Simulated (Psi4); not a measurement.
benzonitrile (C7H5N), singlet, geometry from GFN2-xTB; MP2/STO-3G (Psi4 1.11).

Psi4 was given this input:
```
memory 2 GB

molecule {
0 1
  N     3.11954950    0.55509879    0.02098944
  C     1.99092193    0.35426857    0.01339563
  C     0.59841258    0.10648271    0.00402633
  C    -0.29759092    1.17226289    0.09170135
  C    -1.65657157    0.92270395    0.08196575
  C    -2.12584534   -0.37827711   -0.01430344
  C    -1.23539287   -1.43730580   -0.10142392
  C     0.12626512   -1.20274894   -0.09285409
  H     0.07933305    2.18171727    0.16631022
  H    -2.35309519    1.74500709    0.14964731
  H    -3.18890940   -0.56744083   -0.02145612
  H    -1.60456936   -2.44924172   -0.17627588
  H     0.82920083   -2.02005096   -0.16019728
}

set basis sto-3g

energy('mp2')
print_variables()
```

Problem. Write the output that Psi4 gives for this input, abridged.

Solution. 
```
    SCF Algorithm Type (re)set to DF.

   => Loading Basis Set <=

    Name: STO-3G
    Role: ORBITAL
    Keyword: BASIS

         ---------------------------------------------------------
                                   SCF
               by Justin Turney, Rob Parrish, Andy Simmonett
                          and Daniel G. A. Smith
                              RHF Reference
         ---------------------------------------------------------

  ==> Geometry <==

    Molecular point group: c1
    Full point group: C1

    Geometry (in Angstrom), charge = 0, multiplicity = 1:

       Center              X                  Y                   Z               Mass
    ------------   -----------------  -----------------  -----------------  -----------------
         N            3.059391460046     0.544394149788     0.020584675528    14.003074004430
         C            1.930763890046     0.343563929788     0.012990865528    12.000000000000
         C            0.538254540046     0.095778069788     0.003621565528    12.000000000000
         C           -0.357748959954     1.161558249788     0.091296585528    12.000000000000
         C           -1.716729609954     0.911999309788     0.081560985528    12.000000000000
         C           -2.186003379954    -0.388981750212    -0.014708204472    12.000000000000
         C           -1.295550909954    -1.448010440212    -0.101828684472    12.000000000000
         C            0.066107080046    -1.213453580212    -0.093258854472    12.000000000000
         H            0.019175010046     2.171012629788     0.165905455528     1.007825032230
         H           -2.413253229954     1.734302449788     0.149242545528     1.007825032230
         H           -3.249067439954    -0.578145470212    -0.021860884472     1.007825032230
         H           -1.664727399954    -2.459946360212    -0.176680644472     1.007825032230
         H            0.769042790046    -2.030755600212    -0.160602044472     1.007825032230

  Running in c1 symmetry.

  Rotational constants: A =      0.19103  B =      0.05255  C =      0.04122 [cm^-1]
  Rotational constants: A =   5727.02988  B =   1575.54252  C =   1235.61652 [MHz]
  Nuclear repulsion =  301.874774835497647

  Charge       = 0
  Multiplicity = 1
  Electrons    = 54
  Nalpha       = 27
  Nbeta        = 27

  ==> Algorithm <==

  SCF Algorithm Type is DF.
  DIIS enabled.
  MOM disabled.
  Fractional occupation disabled.
  Guess Type is SAD.
  Energy threshold   = 1.00e-08
  Density threshold  = 1.00e-08
  Integral threshold = 1.00e-12

  ==> Primary Basis <==

  Basis Set: STO-3G
    Blend: STO-3G
    Number of shells: 29
    Number of basis functions: 45
    Number of Cartesian functions: 45
    Spherical Harmonics?: true
    Max angular momentum: 1

   => Loading Basis Set <=

    Name: (STO-3G AUX)
    Role: JKFIT
    Keyword: DF_BASIS_SCF

  ==> Integral Setup <==

  SCF_SUBTYPE=INCORE selected. In-core MEM_DF algorithm will be used.
  Using in-core AOs.

  ==> MemDFJK: Density-Fitted J/K Matrices <==

    J tasked:                   Yes
    K tasked:                   Yes
    wK tasked:                   No
    Algorithm:                 Core
    Schwarz Cutoff:           1E-12
    Mask sparsity (%):       2.2716
    Fitting Condition:        1E-10

   => Auxiliary Basis Set <=

  Basis Set: (STO-3G AUX)
    Blend: DEF2-UNIVERSAL-JKFIT
    Number of shells: 230
    Number of basis functions: 692
    Number of Cartesian functions: 816
    Spherical Harmonics?: true
    Max angular momentum: 4

  Minimum eigenvalue in the overlap matrix is 1.4746547720E-01.
  Reciprocal condition number of the overlap matrix is 5.7565960643E-02.
    Using symmetric orthogonalization.

  ==> Pre-Iterations <==

  SCF Guess: Superposition of Atomic Densities via on-the-fly atomic UHF (no occupation information).

   -------------------------
    Irrep   Nso     Nmo
   -------------------------
     A         45      45
   -------------------------
    Total      45      45
   -------------------------

  ==> Iterations <==

                           Total Energy        Delta E     RMS |[F,P]|

   @DF-RHF iter SAD:  -313.54271036475876   -3.13543e+02   0.00000e+00
   @DF-RHF iter   1:  -318.32253622752512   -4.77983e+00   9.76684e-03 DIIS/ADIIS
   @DF-RHF iter   2:  -318.35416841779880   -3.16322e-02   9.20326e-03 DIIS/ADIIS
   @DF-RHF iter   3:  -318.44248469129838   -8.83163e-02   4.78893e-04 DIIS/ADIIS
   @DF-RHF iter   4:  -318.44292714547828   -4.42454e-04   1.70805e-04 DIIS/ADIIS
   @DF-RHF iter   5:  -318.44297811817910   -5.09727e-05   4.49878e-05 DIIS
   @DF-RHF iter   6:  -318.44298183664478   -3.71847e-06   1.36403e-05 DIIS
   @DF-RHF iter   7:  -318.44298231080029   -4.74156e-07   4.69085e-06 DIIS
   @DF-RHF iter   8:  -318.44298238784671   -7.70464e-08   2.37827e-06 DIIS
   @DF-RHF iter   9:  -318.44298242631049   -3.84638e-08   1.00644e-06 DIIS
   @DF-RHF iter  10:  -318.44298243274204   -6.43155e-09   1.57008e-07 DIIS
   @DF-RHF iter  11:  -318.44298243284982   -1.07775e-10   3.45198e-08 DIIS
   @DF-RHF iter  12:  -318.44298243285198   -2.16005e-12   9.45706e-09 DIIS
  Energy and wave function converged.

  ==> Post-Iterations <==

    Orbital Energies [Eh]
    ---------------------

    Doubly Occupied:

[...]
    Virtual:

[...]
    Final Occupation by Irrep:
              A
    DOCC [    27 ]
    NA   [    27 ]
    NB   [    27 ]

  @DF-RHF Final Energy:  -318.44298243285198

   => Energetics <=

    Nuclear Repulsion Energy =            301.8747748354976466
    One-Electron Energy =               -1030.2556304394593099
    Two-Electron Energy =                 409.9378731711096862
    Total Energy =                       -318.4429824328519771

Computation Completed

Properties will be evaluated at   0.000000,   0.000000,   0.000000 [a0]

Properties computed using the SCF density matrix

 Multipole Moments:

 ------------------------------------------------------------------------------------
     Multipole            Electronic (a.u.)      Nuclear  (a.u.)        Total (a.u.)
 ------------------------------------------------------------------------------------

 L = 1.  Multiply by 2.5417464519 to convert [e a0] to [Debye]
 Dipole X            :          4.7400123           -6.1388398           -1.3988276
 Dipole Y            :          0.8434471           -1.0923573           -0.2489101
 Dipole Z            :          0.0318925           -0.0413043           -0.0094118
 Magnitude           :                                                    1.4208320

 ------------------------------------------------------------------------------------

  //>>>>>>>>>>>>>>>>>>>>>>>>>>>>>>>>>>>//
  //               DFMP2               //
  //<<<<<<<<<<<<<<<<<<<<<<<<<<<<<<<<<<<//

   => Loading Basis Set <=

    Name: (STO-3G AUX)
    Role: RIFIT
    Keyword: DF_BASIS_MP2

	 --------------------------------------------------------
	                          DF-MP2
	      2nd-Order Density-Fitted Moller-Plesset Theory

	        Rob Parrish, Justin Turney, Andy Simmonett,
	           Ed Hohenstein, and C. David Sherrill
	 --------------------------------------------------------

   => Auxiliary Basis Set <=

  Basis Set: (STO-3G AUX)
    Blend: DEF2-SVP-RI
    Number of shells: 158
    Number of basis functions: 454
    Number of Cartesian functions: 515
    Spherical Harmonics?: true
    Max angular momentum: 3

	 --------------------------------------------------------
	                 NBF =    45, NAUX =   454
	 --------------------------------------------------------
	   CLASS    FOCC     OCC    AOCC    AVIR     VIR    FVIR
	   PAIRS       0      27      27      18      18       0
	 --------------------------------------------------------

	-----------------------------------------------------------
	 ==================> DF-MP2 Energies <====================
	-----------------------------------------------------------
	 Reference Energy          =    -318.4429824328519771 [Eh]
	 Singles Energy            =      -0.0000000000000000 [Eh]
	 Same-Spin Energy          =      -0.1104809326615101 [Eh]
	 Opposite-Spin Energy      =      -0.3803565801011001 [Eh]
	 Correlation Energy        =      -0.4908375127626102 [Eh]
	 Total Energy              =    -318.9338199456145730 [Eh]
	-----------------------------------------------------------
	 ================> DF-SCS-MP2 Energies <==================
	-----------------------------------------------------------
	 SCS Same-Spin Scale       =       0.3333333333333333 [-]
	 SCS Opposite-Spin Scale   =       1.2000000000000000 [-]
	 SCS Same-Spin Energy      =      -0.0368269775538367 [Eh]
	 SCS Opposite-Spin Energy  =      -0.4564278961213201 [Eh]
	 SCS Correlation Energy    =      -0.4932548736751567 [Eh]
	 SCS Total Energy          =    -318.9362373065271186 [Eh]
	-----------------------------------------------------------

  Variable Map:
  ----------------------------------------------------------------------------
[...]
  Array Variable Map:
  ----------------------------------------------------------------------------
[...]
[...]
```
